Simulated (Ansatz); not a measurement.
Born–Oppenheimer molecular dynamics of BClF₂ (4 atoms, charge 0, multiplicity 1). It starts from a relaxed structure.

Level of theory: RKS PBE0/def2-SVP in Ansatz.

```yaml
ensemble: NVE (Milne-controlled integrator)
time_step: 1 fs
steps_asked: 150
starting_velocities_drawn_for: 500 K
seed: 523891
```

First frame:

```xyz
4
Properties=species:S:1:pos:R:3
B 0.000 0.000 0.031
Cl 0.000 0.000 1.774
F 1.129 0.000 -0.633
F -1.129 0.000 -0.633
```

(1) How far do the bonds stretch over the last three quarters of this one trajectory? (Pairs bonded in most of those frames.)

Answers

(1) 
```tsv
bond	mean (Å)	spread (Å)	shortest	longest
B1–Cl2	1.742	0.031	1.69	1.80
B1–F3	1.311	0.021	1.27	1.34
B1–F4	1.312	0.022	1.28	1.36
```

Mean temperature of the second half: 261 K. The conserved energy stayed within 0.017 meV per atom of its start (net change -0.0028 meV per atom), so the integration is sound. Over the second half the temperature averaged 0.52 of the 500 K drawn at the start: a run that starts near a minimum puts about half its kinetic energy into the potential. A run of 0.15 ps of so small a system gives no equilibrium averages.

Time of the run: 3.6 min on 1 thread of Arm Neoverse V1 (shared host), peak memory 0.1 GiB.
